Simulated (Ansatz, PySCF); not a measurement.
C3H9AlO2S (SMILES C[O][Al]([O]C)[S]C), singlet, geometry from GFN2-xTB (such geometries of metal compounds can be far from the true shape). Base run: CASSCF(4,5)/STO-3G (PySCF).

The PySCF input:
```python
from pyscf import gto, scf, mcscf
import numpy

mol = gto.M(
    atom='''
Al    0.30138007   -0.16287070    0.16194239
O     0.91271704    1.35400602   -0.05991047
C     1.56213762    2.58425404   -0.18444737
H     1.01664808    3.34898387    0.37493859
H     2.57963849    2.51888329    0.20671900
H     1.60599247    2.87460461   -1.23758061
O     1.01208249   -1.49181595    0.81832098
C     1.62700754   -2.61661757    1.37259918
H     1.17450210   -2.84684459    2.33974525
H     1.49899874   -3.47324172    0.70702140
H     2.69467877   -2.43125924    1.51417025
S    -1.76651229   -0.48612686   -0.50909192
C    -2.27090042    1.14249405   -1.18524961
H    -1.46406050    1.85978773   -1.08423827
H    -3.14308037    1.47827714   -0.63343142
H    -2.52492660    1.00785385   -2.23182188
''',
    basis='sto-3g',
    verbose=3,
)

mf = scf.RHF(mol)
mf.kernel()
mc = mcscf.CASSCF(mf, 5, 4)
mc.fix_spin_(ss=0.0)
mc.kernel()
occ = numpy.linalg.eigvalsh(mc.fcisolver.make_rdm1(mc.ci, mc.ncas, mc.nelecas))[::-1]
ss = mc.fcisolver.spin_square(mc.ci, mc.ncas, mc.nelecas)[0]
print('natural occupations', occ.round(4), ' <S^2>', round(ss, 4))
```

Programs used: Ansatz (an electronic-structure program), PySCF; a row that names a program was run with it.

Each row names what was changed in the base input (with any setting that the change needs).

```csv
change,ΔE vs base (mEh),natural occupations,<S^2> of the state
base,0.000,1.98 1.97 0.03 0.02 0.00,0.00
orbitals = fixed (CASCI),27.876,2.00 1.99 0.01 0.00 0.00,0.00
start = MP2 natural orbitals,-3.822,1.98 1.97 0.03 0.02 0.00,0.00
code = ansatz,-6.536,-,-
"active space = 4 electrons, 3 orbitals",20.846,2.00 1.98 0.02,0.00
correction = SC-NEVPT2,-247.7,1.98 1.97 0.03 0.02 0.00,0.00
"code = ansatz; correction = SC-NEVPT2, all electrons",-249.6,-,-
"active space = 6 electrons, 6 orbitals",-4.598,1.99 1.98 1.97 0.03 0.02 0.01,0.00
fix_spin_ = off,0.000,1.98 1.97 0.03 0.02 0.00,0.00
solver = newton,15.829,1.99 1.98 0.02 0.01 0.00,0.00
"active space = 8 electrons, 6 orbitals",12.310,2.00 2.00 1.99 1.98 0.03 0.01,0.00
```

Active orbitals are taken around the Fermi level unless the row says otherwise; CASSCF can end in different local minima, and two programs can end on different orbitals. State-averaged rows give the lowest state.
